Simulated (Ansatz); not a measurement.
One group Y is varied and pulled off as a radical: Y-Sb(OH)2. Isolated molecules, 0 K electronic values unless said otherwise. Each species was relaxed from one start; no search for lower structures was made at this level. In the def2 sets, heavy atoms carry core potentials. Strings in code marks are SMILES.

Calculation: PBE-D3(BJ)/def2-TZVP // B3LYP-D3(BJ)/def2-SVP (Ansatz, a quantum-chemistry and plane-wave program). All candidates: neutral, multiplicity 1. 

| Quantity | Value |
|---|---|
| HOMO–LUMO gap | 4.72 eV |
| vertical ionisation energy (Delta-SCF) | 9.18 eV |
| HOMO | -6.21 eV |

Q: Which member has these values?
A) `[OH][Sb]([OH])[C](F)(F)F` (H–O–Sb–O torsion 53°, O–Sb–O–H torsion 98°)
B) `C=[CH][Sb]([OH])[OH]`
C) `[CH3][Sb]([OH])[OH]` (O–Sb–O–H torsion -90°, O–Sb–O–H torsion -51°)
D) `[OH][Sb]([OH])[CH2]C(F)(F)F`

A: C, `[CH3][Sb]([OH])[OH]` (O–Sb–O–H torsion -90°, O–Sb–O–H torsion -51°). The others give `C=[CH][Sb]([OH])[OH]`: 4.34 eV, 9.13 eV, -6.30 eV; `[OH][Sb]([OH])[C](F)(F)F` (H–O–Sb–O torsion 53°, O–Sb–O–H torsion 98°): 4.65 eV, 9.83 eV, -6.88 eV; `[OH][Sb]([OH])[CH2]C(F)(F)F`: 4.69 eV, 9.47 eV, -6.58 eV
